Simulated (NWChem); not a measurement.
System: GeHSF₃; SMILES [F][Ge]([F])([F])[SH]

NWChem input:

```
start job
memory heap 200 mb stack 900 mb global 1100 mb
geometry units angstroms noautoz
  F      0.653364     0.949246    -1.433353
  Ge     0.003184     0.269148    -0.000952
  F      0.978312     0.906712     1.256141
  F     -1.568067     0.918342     0.185949
  S     -0.087381    -1.900730    -0.005374
  H      1.262734    -1.992851    -0.022945
end
basis spherical
  * library def2-svp
end
dft
  xc b3lyp
  iterations 150
  vectors input atomic output neutral.movecs
end
task dft energy
charge 1
dft
  odft
  mult 2
  vectors input atomic output cation.movecs
end
task dft energy
```

Geometry: optimised at PBE0/def2-SVP.

Ions are spin-unrestricted doublets at the neutral geometry; other ion states weren't tried.

**Question.** What results follow from this input? (B3LYP/def2-SVP, vertical spin-unrestricted ions.) Quantities: vertical ionisation energy, ΔSCF (eV); −ε(HOMO) (eV).

**Answer.** 
```json
{
  "vertical ionisation energy, ΔSCF (eV)": "11.35",
  "−ε(HOMO) (eV)": "8.46"
}
```
